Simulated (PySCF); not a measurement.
System: sum formula H₃Si₂OCl₂ (charge 0, doublet). It need not be the lowest isomer of its formula. 
Structure (B3LYP-D3(BJ)/def2-TZVP (Ansatz) minimum search):
SMILES: [SiH2]O[SiH](Cl)Cl
```xyz
8

Si     2.4809     0.1473    -0.2597
O      0.9266     0.2819    -0.8146
Si    -0.6461     0.1375    -0.4819
Cl    -1.0541    -1.7738     0.1348
Cl    -1.1625     1.4342     1.0188
H      2.6479    -1.1718     0.4074
H      3.3697     0.2629    -1.4439
H     -1.4351     0.4409    -1.6750
```
Charge 0, spin multiplicity 2.

Dispersion corrections to the total energy (kcal/mol) from the dftd3 and dftd4 libraries through PySCF: D3(BJ) without and D4 with the three-body term, each with the damping fitted for the functional named.

| functional | D3(BJ) | D4 |
|---|---|---|
| CAM-B3LYP | -5.62 | -5.79 |
| HF | -42.22 | -20.18 |
| B3LYP | ___ | -10.55 |
| TPSS | ___ | -8.69 |
| HSE06 | -4.79 | ___ |
| r2SCAN | -1.71 | -1.53 |
| BHLYP | -9.47 | -8.98 |

Q: Some entries are withheld; supply them.

A: 
- B3LYP, D3(BJ): -11.14
- TPSS, D3(BJ): -7.79
- HSE06, D4: -5.26
